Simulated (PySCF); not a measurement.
Molecule: Si(Cl)2(Me)(iPr), C₄H₁₀Cl₂Si, SMILES CC(C)[Si](C)(Cl)Cl. Atoms near the plane z = 0.0 Å, at the GFN2-xTB optimised geometry (x, y, z in Å): Si4 (-0.2, 0.3, 0.0), C5 (-0.8, 2.1, 0.0), Cl7 (1.9, 0.3, 0.0), H14 (-0.6, -2.7, -0.6), H15 (-0.4, 2.7, -0.8), H16 (-1.9, 2.1, -0.1), H17 (-0.5, 2.6, 0.9).

Level of theory: CAM-B3LYP/def2-SVP run with PySCF. Cells within 0.4 Å of a nucleus heavier than hydrogen are left out (blank, or x). The values are rescaled to run from 0 to 1.

```
|55555555555555555555555555555|
|55555555555555555555555555555|
|55555555555555555555555555555|
|55555555556666555555555555555|
|55555555566666655555555555555|
|55555555666776655555555555555|
|55555556667887655555555555555|
|55555556667997555555555555555|
|55555555666xx3445555655555555|
|555555555541x0245566666555555|
|55555555543100234567766655555|
|55555555554211234578876655555|
|55555555555434444578986655555|
|5555555555566xx5545xx76655555|
|5555555555677xx6532x455555555|
|55555555556788765421245555555|
|55555555556677765433345555555|
|55555555555666655444445555555|
|55555555555555555554555555555|
|55555555555555555555555555555|
|55555555555555555555555555555|
|55555555555555555555555555555|
|55555555555555555555555555555|
|55555555555555555555555555555|
|55555555555555555555555555555|
|55555555555555555555555555555|
|55555555555555555555555555555|
|55555555555555555555555555555|
|55555555555555555555555555555|
```
Scale: ten equal steps from 0.000 (start of '0') to 1.00 (end of '9'), in the order '0123456789'; x runs from -5.00 to 5.00, y from -5.00 (bottom) to 5.00 (top).

Q: Which quantity is mapped?
A) electrostatic potential
B) Laplacian of the electron density
C) log10 of the electron density
D) an orbital amplitude

A: D, an orbital amplitude. In full: HOMO amplitude (bohr^(-3/2)).
